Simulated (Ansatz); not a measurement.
Calculated with Ansatz (gas phase, PBE0-D4/def2-TZVP geometries, no zero-point term in ΔE). CCSD(T)/CBS is the MP2 limit (def2-TZVPP, def2-QZVPP) plus CCSD(T) − MP2 in def2-TZVPP, frozen cores. This one scheme is used for every species. DFT in def2-TZVPP. B3LYP here is the variant with VWN-RPA as its local correlation; programs differ in this. One conformer a species, not always the lowest.

`F[SiH]([SiH3])[SiH2]Cl` + CH₃SH → `CS[SiH](F)[SiH3]` + `[SiH3]Cl`  (cleavage of the Si–Si bond)

| level | ΔE (kJ/mol) |
| --- | --- |
| B3LYP-D4 | -70.6 |
| PBE0 | -67.3 |

Problem. What does CCSD(T)/CBS give? (Estimate.)

Solution. Computed: -74.5 kJ/mol. The listed levels differ from it by 3.9, 7.2 kJ/mol.

Largest T1 diagnostic among the species: 0.012.
